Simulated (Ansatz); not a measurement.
C3H6B2, SMILES `BC(B)=C=C`. Total charge 0; spin multiplicity 1. The geometry is a stationary point of PBE0-D4/def2-TZVP.

```xyz
11

B    -0.276    1.347   -1.152
C    -0.340    0.287   -0.031
B    -1.489    0.141    0.991
C     0.671   -0.565    0.062
C     1.656   -1.397    0.152
H    -1.169    2.134   -1.274
H     0.660    1.385   -1.897
H    -1.449   -0.711    1.829
H    -2.423    0.887    0.940
H     1.639   -2.338   -0.387
H     2.520   -1.170    0.768
```

Task: What is the dipole moment at PBE/def2-TZVPP? (Best estimate.)

Result: Computed: 1.95 D, with components (1.49, -1.25, 0.14) D in this frame, pointing from negative to positive charge.

Task: And with r2SCAN, B3LYP, ωB97M-V? (An estimate is asked.)

Result: The calculation gave: r2SCAN 1.90 D, B3LYP 1.85 D, ωB97M-V 1.85 D.

Task: Give the Mulliken charges with PBE, B3LYP, r2SCAN in def2-TZVPP. (Estimate.)

Result: Ansatz gave: 
| atom | PBE | B3LYP | r2SCAN |
| --- | --- | --- | --- |
| B1 | -0.08 | -0.08 | 0.01 |
| C2 | -0.11 | -0.17 | -0.29 |
| B3 | -0.08 | -0.08 | 0.01 |
| C4 | 0.14 | 0.16 | 0.23 |
| C5 | -0.20 | -0.23 | -0.21 |
| H6 | 0.02 | 0.04 | 0.01 |
| H7 | 0.02 | 0.04 | 0.00 |
| H8 | 0.02 | 0.04 | 0.00 |
| H9 | 0.02 | 0.04 | 0.01 |
| H10 | 0.12 | 0.13 | 0.12 |
| H11 | 0.12 | 0.13 | 0.12 |

B3LYP here is the variant with VWN-RPA as its local correlation; programs differ in this.
